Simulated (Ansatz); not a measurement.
`[SiH3][GeH2][SiH2][GeH2][SiH2][GeH3]` + `F[SiH2][SiH3]` → `[SiH3][SiH2][GeH2][SiH2][GeH3]` + `F[SiH2][GeH2][SiH3]`  (redistribution)

Computed with Ansatz on PBE0-D4/def2-TZVP structures; ΔE is electronic, products minus reactants. CCSD(T)/CBS is the MP2 limit (def2-TZVPP, def2-QZVPP) plus CCSD(T) − MP2 in def2-TZVPP, frozen cores. DFT in def2-TZVPP. B3LYP here is the variant with VWN-RPA as its local correlation; programs differ in this. For Ge outer-core shells are correlated without core-valence functions, which leaves a few kJ/mol of doubt a bond. Scalar relativity is left out up to krypton. One conformer a species, not always the lowest.

Q: Is it downhill or uphill in electronic energy at CCSD(T)/CBS, and by how much? (Best estimate.)

A: Ansatz gave: Nearly level: ΔE = +0.03 eV.

Q: What do these levels give: B3LYP-D4, r2SCAN, MP2/def2-TZVPP, SCS-MP2/def2-TZVPP, MP2/def2-QZVPP, MP2/CBS(def2)? (Best estimate.)

A: Computed: B3LYP-D4 0.03, r2SCAN -0.02, MP2/def2-TZVPP 0.04, SCS-MP2/def2-TZVPP 0.03, MP2/def2-QZVPP 0.04, MP2/CBS(def2) 0.04 eV.

Largest T1 diagnostic among the species: 0.013.

In def2-TZVPP, CCSD(T) changes the Hartree–Fock value by +0.08 eV (the triples alone add +0.01 eV) and MP2 by +0.09 eV. The D4 term adds +0.08 eV with B3LYP and +0.05 eV with PBE0; it sums over pairs of atoms, weighted by their polarisabilities, and B3LYP, whose exchange is more repulsive, gets the larger term.
